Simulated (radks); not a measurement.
Values are calculated unless marked as measured or tabulated.
Task: Te, 52 electrons, occupied as [Kr] 4d10 5s2 5p4 (the NIST ground configuration). Level of theory: scalar-relativistic Kohn-Sham, LDA (Slater exchange, Perdew-Wang correlation), spin-polarised, spherical densities, point nucleus; open shells are filled with parallel spins first (spin-orbit coupling, left out, can overturn this in heavy ions) (a radial shooting solver on a logarithmic mesh with Libxc functionals). Some entries of the table are withheld. Estimate them.

| orbital | occ. | eigenvalue (eV) | r(max) (bohr) | <1/r> (bohr^-1) |
|---|---|---|---|---|
| 1s up | 1 | -31593.38 | 0.01795 | 55.52 |
| 1s down | 1 | -31593.32 | 0.01795 | 55.52 |
| 2s up | 1 | -4845.737 | 0.1015 | 12.71 |
| 2s down | 1 | -4845.708 | 0.1015 | 12.71 |
| 2p up | 3 | -4352.480 | 0.08124 | 12.18 |
| 2p down | 3 | -4352.436 | 0.08124 | 12.18 |
| 3s up | 1 | -963.7543 | 0.2930 | 4.537 |
| 3s down | 1 | -963.7038 | 0.2930 | 4.537 |
| 3p up | 3 | -803.4022 | 0.2865 | 4.319 |
| 3p down | 3 | -803.3471 | 0.2865 | 4.319 |
| 3d up | 5 | -560.2322 | 0.2376 | 4.086 |
| 3d down | 5 | -560.1808 | 0.2376 | 4.086 |
| 4s up | 1 | -163.9663 | 0.7006 | 1.826 |
| 4s down | 1 | -163.8555 | 0.7006 | 1.826 |
| 4p up | 3 | -114.1754 | 0.7375 | 1.666 |
| 4p down | 3 | -114.0505 | 0.7375 | 1.667 |
| 4d up | 5 | -41.7256 | 0.8110 | 1.367 |
| 4d down | 5 | -41.5076 | 0.8107 | 1.371 |
| 5s up | 1 | (1) | 1.789 | 0.6264 |
| 5s down | 1 | (2) | 1.778 | 0.6291 |
| 5p up | 3 | -6.5388 | 2.158 | 0.4885 |
| 5p down | 1 | -5.5032 | 2.158 | 0.4816 |
| 6s up | 0 | -0.5605 | 5.656 | 0.1793 |
| 6s down | 0 | -0.4121 | 6.006 | 0.1646 |

Result: 
(1) 5s up eigenvalue (eV): -15.7865
(2) 5s down eigenvalue (eV): -14.7337
